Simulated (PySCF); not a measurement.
**CoO₂Cl + H₂O → CoO₂(OH) + HCl**

Level: PBE0 in the def2-TZVP basis family, all electrons, no relativity, computed in PySCF with density fitting; open shells unrestricted.

| species | state and structure | E (Eh) | ZPE (kJ/mol) | H(298 K) − H(0) (kJ/mol) | S° (J/(mol K)) |
| --- | --- | --- | --- | --- | --- |
| CoO₂Cl | triplet, C2v, Co–Cl 2.047 Å, Co–O 1.554 Å (×2); Cl–Co–O 120.2° (×2), O–Co–O 119.6° | -1992.87219 | 18.7 | 15.0 | 311.0 |
| H₂O | singlet, C2v, O–H 0.960 Å (×2); H–O–H 105.1° | -76.37736 | 56.5 | 9.9 | 188.7 |
| CoO₂(OH) | triplet, Cs, Co–O 1.560 Å (×2), Co–O 1.705 Å, O–H 0.964 Å; Co–O–H 116.6°, O–Co–O 117.5°, O–Co–O 120.3° (×2) | -1608.56351 | 49.7 | 15.8 | 312.8 |
| HCl | singlet, C∞v, H–Cl 1.279 Å | -460.66440 | 17.9 | 8.7 | 186.6 |

(1) What is the electronic reaction energy?

(2) Add zero-point, thermal and entropy terms for 298.15 K and 1 bar.

Results:

(1) At PBE0/def2-TZVP, ΔE = 56.8 kJ/mol from the differences of the total energies times 2625.5, uphill. 

(2) ΔZPE = -7.6 and Δ[H(298) − H(0)] = -0.4 kJ/mol give ΔH° = 48.8 kJ/mol. ΔS° = -0.3 J/(mol K), so ΔG° = 48.8 − 298.15 × (-0.0003) = 49 kJ/mol and log₁₀K = -8.6.

Open d or f shells are single determinants, so the state found may not be the ground state. The structures come from searches over a few start shapes, so lower isomers are not excluded.
